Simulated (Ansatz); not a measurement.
Abridged output of a molecular run in Ansatz:

```
Functional definition: HF
1187 factors; integrals over basis functions are off by at most 8.4e-4 eV
mean field evaluation 1: about -23650.3728 eV, gradient 4.5e1 eV
mean field evaluation 2: about -23650.6472 eV, gradient 4.5e1 eV
mean field evaluation 4: about -23654.9648 eV, gradient 4.3e0 eV
mean field evaluation 8: about -23655.0637 eV, gradient 8.0e-1 eV
mean field evaluation 16: about -23655.0671 eV, gradient 5.4e-6 eV
mean field -23655.06710896 eV, -869.3076822740 hartree, gradient 5.4e-6 eV, S^2 0.000000; 0 other end points of the search recorded, 0 dependent functions left out
13 core orbitals not correlated: weight in the atoms' cores, before any rotation towards them, 1.000 or more for the frozen orbitals, at most 0.000 for the correlated occupied ones
reference -23655.06710896 eV, -869.3076822740 hartree; 13, 13 occupied and 165, 165 virtual orbitals, 1187 factors
second order -22.89400573 eV of doubles, -0.00000000 eV of singles
cycle   1  -22.62400878 eV  change    2.7e-1 eV  update   1.3e-1
cycle   2  -23.22568197 eV  change   -6.0e-1 eV  update   4.3e-2
cycle   3  -23.39542928 eV  change   -1.7e-1 eV  update   2.4e-2
cycle   4  -23.37875759 eV  change    1.7e-2 eV  update   7.3e-3
cycle   5  -23.37320420 eV  change    5.6e-3 eV  update   3.9e-3
cycle   6  -23.37509516 eV  change   -1.9e-3 eV  update   1.5e-3
cycle   7  -23.37468280 eV  change    4.1e-4 eV  update   7.0e-4
cycle   8  -23.37431802 eV  change    3.6e-4 eV  update   2.8e-4
cycle   9  -23.37442619 eV  change   -1.1e-4 eV  update   1.2e-4
cycle  10  -23.37446664 eV  change   -4.0e-5 eV  update   4.1e-5
cycle  11  -23.37441449 eV  change    5.2e-5 eV  update   1.6e-5
cycle  12  -23.37443458 eV  change   -2.0e-5 eV  update   7.7e-6
perturbative correction -1.14460712 eV, -0.0420635359 hartree
Total energy: -23679.58615066 eV, -870.2087404369 hartree
```

Its atoms:

```xyz
6

N     0.451   -1.247   -1.287
C     0.210   -0.406   -0.412
O    -1.020    0.130    0.040
Al    0.246    0.868    0.950
Cl    0.506    2.253    2.455
H    -0.393   -1.599   -1.745
```

(1) Which basis set was used?
A. def2-TZVPPD
B. def2-SVP
C. def2-TZVPP
D. cc-pV(Q+d)Z

(2) Write the keys of the input that set method, charge and spin (a neutral closed shell needs none for the last two).

## Answers

(1) C. It gives 191 functions.

(2) 
```yaml
correlation: {method: ccsd_t}
```
